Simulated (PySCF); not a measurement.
```xyz
22

B      2.4697    -0.3005     0.5887
C      0.9981    -0.0180     0.1888
C      0.5626    -1.2908    -0.6132
C     -0.9859    -1.2274    -0.5696
C     -1.2663     0.0581     0.2219
S     -2.9674     0.0473     0.8451
C     -0.8908     1.2603    -0.6584
C      0.6554     1.1973    -0.6990
C     -0.1209     0.0365     1.2412
H      2.7191    -0.9370     1.5890
H      3.3844     0.0249    -0.1363
H      0.9245    -2.2164    -0.1364
H      0.9641    -1.2739    -1.6367
H     -1.4402    -1.1955    -1.5709
H     -1.4040    -2.0981    -0.0416
H     -2.9072     1.2461     1.4653
H     -1.3675     1.1950    -1.6477
H     -1.2417     2.1936    -0.1918
H      1.0584     1.0803    -1.7163
H      1.0972     2.1168    -0.2856
H     -0.1535    -0.8442     1.9001
H     -0.0883     0.9455     1.8634
```

Charge 0, multiplicity 1.

**Question.** Give the Mulliken and meta-Löwdin atomic charges from PBE0-D3(BJ)/def2-TZVP // PBE0-D3(BJ)/def2-SVP (PySCF 2.14.0).

**Answer.** 
```csv
atom,Mulliken (e),meta-Löwdin (e)
B1,-0.06,0.01
C2,0.10,-0.05
C3,-0.28,-0.20
C4,-0.27,-0.21
C5,0.17,-0.01
S6,-0.25,-0.11
C7,-0.23,-0.22
C8,-0.23,-0.21
C9,-0.24,-0.21
H10,0.02,0.01
H11,0.02,0.01
H12,0.12,0.11
H13,0.12,0.11
H14,0.12,0.11
H15,0.12,0.11
H16,0.14,0.09
H17,0.11,0.11
H18,0.11,0.11
H19,0.10,0.11
H20,0.11,0.10
H21,0.11,0.11
H22,0.11,0.10
```
